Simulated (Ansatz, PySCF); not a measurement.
System: NO2, charge -1, multiplicity 1. It need not be the lowest isomer of its formula. Whether it binds its extra electron was not tested at this geometry. 
Geometry from a B3LYP-D3(BJ)/def2-TZVP (Ansatz, a program for electronic structure) optimisation:
```xyz
3

O      0.8460    -0.6824    -0.0378
N      0.2165     0.4063    -0.0289
O     -1.0354     0.3269     0.0631
```
Charge -1, spin multiplicity 1.

Total electronic energies in hartree. Cores are frozen in the correlated levels unless marked. No spin-orbit coupling. Non-relativistic. CBS(X,Y): correlation extrapolated as X^-3; Hartree-Fock from the larger set. [CCSD(T)-MP2]/basis is that difference in the basis named.

```json
[
 {"level": "HF/STO-3G", "program": "Ansatz", "energy (Eh)": "-201.15946"},
 {"level": "HF/cc-pVDZ", "program": "Ansatz", "energy (Eh)": "-204.07658"},
 {"level": "M06-2X/def2-TZVPD", "program": "PySCF", "energy (Eh)": "-205.16107"},
 {"level": "B2GP-PLYP/def2-TZVPD", "program": "Ansatz", "energy (Eh)": "-205.07739"},
 {"level": "RPA@PBE/cc-pVQZ", "program": "Ansatz", "energy (Eh)": "-205.24053"},
 {"level": "MP2/CBS(aug-cc-pVTZ,aug-cc-pVQZ)", "program": "Ansatz", "energy (Eh)": "-204.9639"},
 {"level": "SCS-MP2/6-31G", "program": "Ansatz", "energy (Eh)": "-204.32764"},
 {"level": "RI-MP2/CBS(aug-cc-pVTZ,aug-cc-pVQZ)+[CCSD(T)-MP2]/aug-cc-pVTZ", "program": "Ansatz", "energy (Eh)": "-204.9881"},
 {"level": "CCSD(T)/CBS(aug-cc-pVTZ,aug-cc-pVQZ)", "program": "Ansatz", "energy (Eh)": "-204.9814"}
]
```

Totals of different functionals don't rank their quality; only differences between species are comparable.
